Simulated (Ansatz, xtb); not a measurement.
**ClGaH4Si2: which of two structures lies lower**

We compare X, `Cl[SiH2][SiH2][Ga]`, a singlet, with Y, a singlet given by its coordinates. Both are isolated molecules in the gas phase, relaxed with PBE0-D3(BJ)/def2-SVP; the shapes shown needn't be the lowest conformers.

X (Å):

```yaml
atoms:
  - { symbol: Cl, position_ang: [-1.9585, 1.8965, 2.1343] }
  - { symbol: Ga, position_ang: [1.5774, -0.8407, -1.9459] }
  - { symbol: Si, position_ang: [-0.6398, 0.4695, 1.3782] }
  - { symbol: Si, position_ang: [-0.0714, 0.8579, -0.8542] }
  - { symbol: H, position_ang: [0.5771, 0.4839, 2.2474] }
  - { symbol: H, position_ang: [0.4886, 2.2551, -0.8977] }
  - { symbol: H, position_ang: [-1.3747, 0.9038, -1.6073] }
  - { symbol: H, position_ang: [-1.2921, -0.8669, 1.5365] }
```

Y (Å):

```yaml
atoms:
  - { symbol: Cl, position_ang: [-1.2803, -0.7413, 1.2538] }
  - { symbol: Ga, position_ang: [-1.9219, 1.5941, -0.0026] }
  - { symbol: Si, position_ang: [0.3723, 0.4787, 0.4278] }
  - { symbol: Si, position_ang: [1.4835, -1.1107, -0.8937] }
  - { symbol: H, position_ang: [2.6990, -0.4891, -1.5097] }
  - { symbol: H, position_ang: [1.9003, -2.3216, -0.1202] }
  - { symbol: H, position_ang: [1.2217, 0.7234, 1.6450] }
  - { symbol: H, position_ang: [0.5687, -1.5424, -1.9968] }
```

Close contacts (Å): Cl1–Ga2 2.73, Cl1–Si3 2.21, Ga2–Si3 2.59, Si3–Si4 2.35, Si3–H7 1.50, Si4–H5 1.50, Si4–H6 1.50, Si4–H8 1.50.

Which of the two would you expect CCSD(T)/def2-SVP + ΔMP2/def2-TZVPP electronic energies to favour?

Too close to call at this level: CCSD(T)/def2-SVP + ΔMP2/def2-TZVPP gives E(Y) − E(X) = −6.24 kJ/mol.

The same difference at several levels:

```json
{"level": "PBE0-D3(BJ)/def2-SVP", "geometry": "PBE0-D3(BJ)/def2-SVP", "E(Y) − E(X) (kJ/mol)": "−15.06", "departure from the last row (kJ/mol)": "−8.82", "job, with rough time for the two": "optimisation, 26 s"}
{"level": "HF/def2-SVP", "geometry": "PBE0-D3(BJ)/def2-SVP", "E(Y) − E(X) (kJ/mol)": "+7.15", "departure from the last row (kJ/mol)": "+13.38", "job, with rough time for the two": "part of the CCSD(T) run"}
{"level": "MP2/def2-SVP", "geometry": "PBE0-D3(BJ)/def2-SVP", "E(Y) − E(X) (kJ/mol)": "−5.96", "departure from the last row (kJ/mol)": "+0.27", "job, with rough time for the two": "part of the CCSD(T) run"}
{"level": "CCSD(T)/def2-SVP", "geometry": "PBE0-D3(BJ)/def2-SVP", "E(Y) − E(X) (kJ/mol)": "−5.89", "departure from the last row (kJ/mol)": "+0.35", "job, with rough time for the two": "single point"}
{"level": "CCSD(T)/def2-SVP + ΔMP2/def2-TZVPP", "geometry": "PBE0-D3(BJ)/def2-SVP", "E(Y) − E(X) (kJ/mol)": "−6.24", "departure from the last row (kJ/mol)": "", "job, with rough time for the two": "single point, 18 s"}
```

HF/def2-SVP puts the two in the other order. The largest departure from CCSD(T)/def2-SVP + ΔMP2/def2-TZVPP is that of HF/def2-SVP, 13.38 kJ/mol. Levels run at GFN2-xTB geometries aren't shown. The last row adds to CCSD(T) the change of the MP2 difference between the two basis sets, here −0.35 kJ/mol.

With harmonic frequencies from PBE0-D3(BJ)/def2-SVP (ideal gas, rigid rotor, one conformer each, 298.15 K, 1 atm): on the last row, ΔE + ΔZPE = −6.53 kJ/mol. A mode under 50 cm⁻¹ makes harmonic enthalpies and free energies unreliable, so none is given.

The correlated steps freeze 24 core orbitals; the filled d shell of Ga is correlated, in a basis made for valence electrons. Run with Ansatz 0.2.0; the last row on 2 threads of Intel(R) Xeon(R) 6975P-C (Granite Rapids) on a shared host.
